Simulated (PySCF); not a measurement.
Species: C5H9NO.
Numbering: `[CH3:1][C:2](=[O:3])[NH:4][CH:5]1[CH2:6][CH2:7]1` (hydrogens: H8, H9, H10 on C1; H11 on N4; H12 on C5; H13, H14 on C6; H15, H16 on C7)

The same species was optimised twice, with GFN2-xTB and with PBE0-D3(BJ)/def2-SVP (PySCF), and the same property calculations (PySCF, gas phase) were run on both structures.

```tsv
coordinate	GFN2-xTB	PBE0-D3(BJ)/def2-SVP	change
C2–N4 (Å)	1.356	1.365	+0.009
C6–C7 (Å)	1.503	1.507	+0.004
C2=O3 (Å)	1.211	1.215	+0.004
C1–C2 (Å)	1.516	1.514	-0.002
C5–C7 (Å)	1.498	1.496	-0.002
N4–C5 (Å)	1.426	1.425	-0.001
C5–C6 (Å)	1.498	1.497	-0.001
C1–C2–N4 (°)	113.2	114.5	+1.3
N4–C5–C6 (°)	119.8	121.0	+1.2
N4–C5–C7 (°)	119.8	120.8	+1.0
C1–C2–O3 (°)	123.8	122.8	-1.0
C2–N4–C5 (°)	123.0	122.1	-0.9
O3–C2–N4 (°)	123.0	122.7	-0.3
C6–C5–C7 (°)	60.2	60.5	+0.3
C5–C6–C7 (°)	59.9	59.7	-0.2
C1–C2–N4–C5 (°)	180	180	0
C2–N4–C5–C6 (°)	-145	-142	+3
```

Rotational constants: A = 6655, B = 1466, C = 1339 MHz (GFN2-xTB) against A = 6700, B = 1454, C = 1332 MHz (PBE0-D3(BJ)/def2-SVP).

On the GFN2-xTB structure: lowest singlet, TDDFT (eV) 5.89 [wB97X-D/def2-SVPD]; lowest triplet, Tamm–Dancoff (eV) 5.44 [wB97X-D/def2-SVPD]; isotropic polarisability (au) 70.1 [wB97X-D/def2-SVPD]; HOMO (eV) -8.77 [wB97X-D/def2-SVPD]; LUMO (eV) 2.12 [wB97X-D/def2-SVPD]; dipole (D) 3.94 [wB97X-D/def2-SVPD]; HOMO (eV) -6.84 [PBE0/pcSseg-1]; LUMO (eV) 0.94 [PBE0/pcSseg-1]; dipole (D) 3.82 [PBE0/pcSseg-1]; GIAO shielding of C1 (ppm) 162.5 [PBE0/pcSseg-1]; GIAO shielding of C2 (ppm) 18.5 [PBE0/pcSseg-1]; GIAO shielding of O3 (ppm) -85.8 [PBE0/pcSseg-1]; GIAO shielding of N4 (ppm) 125.9 [PBE0/pcSseg-1]; GIAO shielding of C5 (ppm) 161.9 [PBE0/pcSseg-1]; GIAO shielding of C6/C7 (mean) (ppm) 179.7 [PBE0/pcSseg-1].

What do these properties become on the PBE0-D3(BJ)/def2-SVP structure?

```json
{"property": "lowest singlet, TDDFT (eV)", "level": "wB97X-D/def2-SVPD", "on GFN2-xTB": "5.89", "on PBE0-D3(BJ)/def2-SVP": "5.82", "change": "-0.07"}
{"property": "lowest triplet, Tamm–Dancoff (eV)", "level": "wB97X-D/def2-SVPD", "on GFN2-xTB": "5.44", "on PBE0-D3(BJ)/def2-SVP": "5.37", "change": "-0.07"}
{"property": "isotropic polarisability (au)", "level": "wB97X-D/def2-SVPD", "on GFN2-xTB": "70.1", "on PBE0-D3(BJ)/def2-SVP": "71.1", "change": "+1.0"}
{"property": "HOMO (eV)", "level": "wB97X-D/def2-SVPD", "on GFN2-xTB": "-8.77", "on PBE0-D3(BJ)/def2-SVP": "-8.77", "change": "0.00"}
{"property": "LUMO (eV)", "level": "wB97X-D/def2-SVPD", "on GFN2-xTB": "2.12", "on PBE0-D3(BJ)/def2-SVP": "2.12", "change": "0.00"}
{"property": "dipole (D)", "level": "wB97X-D/def2-SVPD", "on GFN2-xTB": "3.94", "on PBE0-D3(BJ)/def2-SVP": "3.87", "change": "-0.07"}
{"property": "energy, GFN2-xTB geometry as zero (kcal/mol)", "level": "wB97X-D/def2-SVPD", "on GFN2-xTB": "0.0", "on PBE0-D3(BJ)/def2-SVP": "-0.6", "change": "-0.6"}
{"property": "HOMO (eV)", "level": "PBE0/pcSseg-1", "on GFN2-xTB": "-6.84", "on PBE0-D3(BJ)/def2-SVP": "-6.84", "change": "0.00"}
{"property": "LUMO (eV)", "level": "PBE0/pcSseg-1", "on GFN2-xTB": "0.94", "on PBE0-D3(BJ)/def2-SVP": "0.84", "change": "-0.10"}
{"property": "dipole (D)", "level": "PBE0/pcSseg-1", "on GFN2-xTB": "3.82", "on PBE0-D3(BJ)/def2-SVP": "3.75", "change": "-0.07"}
{"property": "energy, GFN2-xTB geometry as zero (kcal/mol)", "level": "PBE0/pcSseg-1", "on GFN2-xTB": "0.0", "on PBE0-D3(BJ)/def2-SVP": "-0.3", "change": "-0.3"}
{"property": "GIAO shielding of C1 (ppm)", "level": "PBE0/pcSseg-1", "on GFN2-xTB": "162.5", "on PBE0-D3(BJ)/def2-SVP": "160.7", "change": "-1.8"}
{"property": "GIAO shielding of C2 (ppm)", "level": "PBE0/pcSseg-1", "on GFN2-xTB": "18.5", "on PBE0-D3(BJ)/def2-SVP": "16.6", "change": "-1.9"}
{"property": "GIAO shielding of O3 (ppm)", "level": "PBE0/pcSseg-1", "on GFN2-xTB": "-85.8", "on PBE0-D3(BJ)/def2-SVP": "-95.8", "change": "-10.0"}
{"property": "GIAO shielding of N4 (ppm)", "level": "PBE0/pcSseg-1", "on GFN2-xTB": "125.9", "on PBE0-D3(BJ)/def2-SVP": "125.2", "change": "-0.7"}
{"property": "GIAO shielding of C5 (ppm)", "level": "PBE0/pcSseg-1", "on GFN2-xTB": "161.9", "on PBE0-D3(BJ)/def2-SVP": "161.1", "change": "-0.8"}
{"property": "GIAO shielding of C6/C7 (mean) (ppm)", "level": "PBE0/pcSseg-1", "on GFN2-xTB": "179.7", "on PBE0-D3(BJ)/def2-SVP": "177.5", "change": "-2.2"}
```

The heavy atoms differ by 0.030 Å rms after alignment. Among bonds between heavy atoms C2–N4 changes most (+0.009 Å). Changes are differences of the printed values. Neither structure is proved a minimum here.

Conformer computed: `[CH3:1][C:2](=[O:3])[NH:4][CH:5]1[CH2:6][CH2:7]1`: C1–C2–N4–C5 180°, C2–N4–C5–C6 -142°.

The pairwise dispersion term of wB97X-D wasn't added to the energies; at a given geometry it leaves orbitals and properties as they are.
